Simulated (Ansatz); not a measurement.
System: GeH$_{2}$F, charge 0, doublet. GeH2F (SMILES [F][GeH2], doublet).
B3LYP-D3(BJ)/def2-TZVP minimum from Ansatz (an electronic-structure program):
```xyz
4

Ge    -0.3245     0.1059    -0.0826
F      1.2762    -0.5581     0.2177
H     -0.0698     1.5434    -0.6176
H     -1.0329     0.0895     1.3014
```
Charge 0, spin multiplicity 2.

Atomisation energy term by term, kcal/mol (programs: Ansatz). Open shells are spin-unrestricted; no spin-orbit coupling. Cores are frozen in correlated methods (noble-gas shells, and filled d and f shells in the p block). No relativity. CBS(X,Y): correlation extrapolated as X^-3, Hartree-Fock from the larger set (Q,5: extrapolated as (X+1)exp(-9√X)). A bracket is a step between two methods taken in the basis named. For partners of very few electrons the exact lower level stands in for a higher one.

```csv
term,basis,kcal/mol
Hartree-Fock,"CBS(cc-pVQZ,cc-pV5Z)",176.17
CCSD correlation,"CBS(cc-pVQZ,cc-pV5Z)",67.45
(T),"CBS(cc-pVQZ,cc-pV5Z)",4.10
CCSDT(Q) - CCSD(T),cc-pVTZ,0.12
CCSDTQ - CCSDT(Q),cc-pVDZ,-0.05
sum: De,,247.8
```

The step beyond CCSD(T) by other levels: CCSDTQ in cc-pVDZ 0.44; CCSDT(Q) in cc-pVDZ 0.49 kcal/mol.
